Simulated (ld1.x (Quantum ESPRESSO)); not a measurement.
## Which change was made? (Al, PAW)

ld1.x (Quantum ESPRESSO) 7.5 input, shortened:

```
&input
   title='Al', zed=13., rel=1, dft='PZ', iswitch=3,
   config='[Ne] 3s0 3p0 3d-2'
 /
 &inputp
   pseudotype=3, lpaw=.true., tm=.true., lloc=-2, rcloc=1.15,
   nlcc=.true.,
   which_augfun='BESSEL', rmatch_augfun=0.80
 /
6
2S  1  0   2.00   0.00  1.15  1.25  0.0
3S  2  0   0.00   0.00  1.15  1.25  0.0
2P  2  1   6.00   0.00  0.85  0.95  0.0
3P  3  1   0.00   0.00  0.85  0.95  0.0
3D  3  2  -2.00   0.40  0.95  1.00  0.0
3D  3  2  -2.00   1.75  0.95  1.00  0.0
 &test
   configts(1)='2s2 2p6 3s0 3p0'
 /
```

Cutoffs, loose and tight: the cutoffs (Ry, on a coarse ladder) from which the occupation-weighted sum of valence levels, in a spherical-Bessel basis at the reference potential, stays within 10 and 1 mRy of its value at 400 Ry. They do not see the model core or the augmentation charge, which bear on the density cutoff. Test errors are all-electron minus pseudo excitation energies from the reference, over the configurations 2s2 2p6 3s2 3p1; 2s2 2p6 3s2 3p0; 2s2 2p6 3s1 3p0; 2s1 2p6 3s2 3p1; 2s2 2p5 3s2 3p1; 2s2 2p6 3s0 3p3; 2s2 2p6 3s1 3p2 (two spin-polarised tests are not counted in the largest error); variants that change the core or the reference have their own tests.

The base gives: outcome: generated; cutoff, loose: 90 Ry; cutoff, tight: 160 Ry; bound ghosts: none; largest test error (meV): test run stopped at test 1 of 9 (negative rho).

Task: After one change the result is: outcome: generated; cutoff, loose: 110 Ry; cutoff, tight: 160 Ry; bound ghosts: none; largest test error (meV): test run stopped at test 4 of 9 (negative rho), 3 before it not solved. Which change was it?
A. type TM; waves now 2s (bound): rc 1.25 bohr; 2p (bound): rc 0.95 bohr; 3d channel at 0.4 Ry: rc 1.00 bohr; local potential all-electron potential smoothed inside 0.75 bohr (lloc = -2)
B. reference 2s2 2p6 3s2 3p1
C. waves 2p (bound): rcut 0.85, rcutus 1.40 bohr; 3p (bound): rcut 0.85, rcutus 1.40 bohr
D. all radii but the core radius scaled by about 1.30 (s 1.62, p 1.24, d 1.30 bohr, rcut 1.50/1.10/1.24); local potential all-electron potential smoothed inside 1.50 bohr (lloc = -2); augmentation BESSEL, radius 1.04 bohr

Result: B. The others give: waves 2p (bound): rcut 0.85, rcutus 1.40 bohr; 3p (bound): rcut 0.85, rcutus 1.40 bohr → outcome: generated; cutoff, loose: 45 Ry; cutoff, tight: 70 Ry; bound ghosts: none; largest test error (meV): test run stopped at test 2 of 9 (negative rho), 1 before it not solved | type TM; waves now 2s (bound): rc 1.25 bohr; 2p (bound): rc 0.95 bohr; 3d channel at 0.4 Ry: rc 1.00 bohr; local potential all-electron potential smoothed inside 0.75 bohr (lloc = -2) → outcome: generated; cutoff, loose: 180 Ry; cutoff, tight: over 300 Ry; bound ghosts: none; largest test error (meV): +1863 | all radii but the core radius scaled by about 1.30 (s 1.62, p 1.24, d 1.30 bohr, rcut 1.50/1.10/1.24); local potential all-electron potential smoothed inside 1.50 bohr (lloc = -2); augmentation BESSEL, radius 1.04 bohr → outcome: generated; cutoff, loose: 55 Ry; cutoff, tight: 90 Ry; bound ghosts: none; largest test error (meV): test run stopped at test 1 of 9 (negative rho).
